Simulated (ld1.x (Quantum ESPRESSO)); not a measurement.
# silver (Ag) TM: all-electron and pseudo phase curves

* Element: Ag (Z = 47)
* Generator: ld1.x (Quantum ESPRESSO) 7.5
* Type: norm-conserving Troullier–Martins (Kleinman–Bylander form)
* Functional: PBEsol
* Relativity: fully relativistic
* Frozen core: [Ar] 3d10
* Valence charge: 19
* Reference configuration: 4s2 4p6 4d10 5s0.75 5p0.25
* Partial waves: 4s (bound): rc 0.85 bohr; 4p (bound): rc 1.30 bohr; 4d (bound): rc 1.45 bohr
* Local potential: all-electron potential smoothed inside 1.30 bohr (lloc = -1)
* Core correction: none

Open shells are filled in proportion to 2j + 1 (rel_dist='average').

Occupied shells without a wave of their own: 5p, 5s. They enter only through the test configuration that unscreens the potential.

The phase is arctan(r·u′/u) with u = r·R(r), unwrapped; energies in Ry, scanned from -9 to 5 Ry. A pole is an energy at which the radial function vanishes at the test radius. The pseudo phase is shifted by a multiple of π to meet the all-electron one at the reference energy, and phase errors are pseudo minus all-electron; the curves can meet again beyond the range given. Levels narrower than the energy grid can be missing from the lists of poles.

For each channel, where are the poles, and over which energies does the pseudopotential scatter like the atom?

```
channel  radius (bohr)  reference energy (Ry)  poles, all-electron  poles, pseudo  unbroken range about the reference energy with phases within 0.05 rad  phase error 1 Ry above the reference energy (rad)
      s           1.60                  -7.02                -6.31          -6.31                                                        the whole range                                             +0.000
   p1/2           1.60                  -4.60                -3.59          -3.59                                                              below 4.4                                             -0.000
   p3/2           1.60                  -4.22                -3.07          -3.07                                                              below 4.2                                             -0.000
   d3/2           1.60                  -0.61                 1.59           1.59                                                        the whole range                                             +0.000
   d5/2           1.60                  -0.57                 1.70           1.69                                                        the whole range                                             -0.000
```

A Bessel basis up to 400 Ry misses an occupied level by 0.04 Ry, so cutoffs and ghosts were not judged.

Phases in the d5/2 channel:

```csv
E (Ry),all-electron,pseudo
-9.00,1.351,1.351
-8.76,1.347,1.347
-8.52,1.343,1.343
-8.28,1.339,1.339
-8.04,1.335,1.335
-7.80,1.331,1.331
-7.56,1.326,1.326
-7.32,1.321,1.321
-7.08,1.316,1.316
-6.84,1.310,1.310
-6.60,1.304,1.304
-6.36,1.298,1.298
-6.12,1.291,1.291
-5.88,1.283,1.283
-5.64,1.275,1.275
-5.40,1.266,1.266
-5.16,1.256,1.256
-4.92,1.245,1.245
-4.68,1.232,1.232
-4.44,1.218,1.218
-4.20,1.203,1.203
-3.96,1.185,1.185
-3.72,1.164,1.164
-3.48,1.140,1.140
-3.24,1.111,1.111
-3.00,1.076,1.075
-2.76,1.032,1.032
-2.52,0.978,0.977
-2.28,0.906,0.905
-2.04,0.809,0.809
-1.80,0.675,0.674
-1.56,0.482,0.482
-1.32,0.210,0.210
-1.08,-0.139,-0.139
-0.84,-0.500,-0.500
-0.60,-0.798,-0.798
-0.36,-1.012,-1.012
-0.12,-1.162,-1.162
0.12,-1.269,-1.269
0.36,-1.348,-1.348
0.60,-1.408,-1.408
0.84,-1.456,-1.456
1.08,-1.496,-1.496
1.32,-1.528,-1.528
1.56,-1.556,-1.557
1.80,-1.581,-1.581
2.04,-1.603,-1.603
2.28,-1.623,-1.623
2.52,-1.641,-1.641
2.76,-1.658,-1.659
3.00,-1.674,-1.675
3.24,-1.690,-1.690
3.48,-1.705,-1.706
3.72,-1.720,-1.721
3.96,-1.735,-1.736
4.20,-1.750,-1.751
4.44,-1.765,-1.766
4.68,-1.781,-1.782
4.92,-1.797,-1.798
```
